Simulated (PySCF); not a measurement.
Molecule: 4-bromo-1-fluorobenzene (c1(F)ccc(Br)cc1, C6H4BrF).

Atoms are numbered as in `[F:1][c:2]1[cH:3][cH:4][c:5]([Br:6])[cH:7][cH:8]1`; H(Xn) means a hydrogen on atom n.

Geometry PBE0-D3(BJ)/def2-SVP throughout; GIAO in PySCF 2.14.0 with density-fitted response routines, gas phase, one conformer, non-relativistic; equivalent atoms averaged; functional PBE0.

For orientation, def2-TZVP gives these shifts δ (against CFCl3, TMS, HBr at the same level): F1 -115.9, C2 169.7, C5 138.1, C4/C7 139.1, C3/C8 121.3, Br6 500.9, H(C4)/H(C7) 7.58, H(C3)/H(C8) 7.09 ppm.

A run gave: F1 -121.2, C2 158.1, C5 128.3, C4/C7 130.1, C3/C8 114.9, Br6 364.0, H(C4)/H(C7) 7.31, H(C3)/H(C8) 6.91 ppm (shifts δ (against CFCl3, TMS, HBr at the same level)).

Q: Which basis set was used in that run?
A. STO-3G
B. pcSseg-0
C. 6-31G
D. cc-pVDZ

A: C. Br6 tells them apart best: 6-31G gives 364.0, pcSseg-0 gives 483.8, cc-pVDZ gives 472.2, STO-3G gives 235.4 ppm.
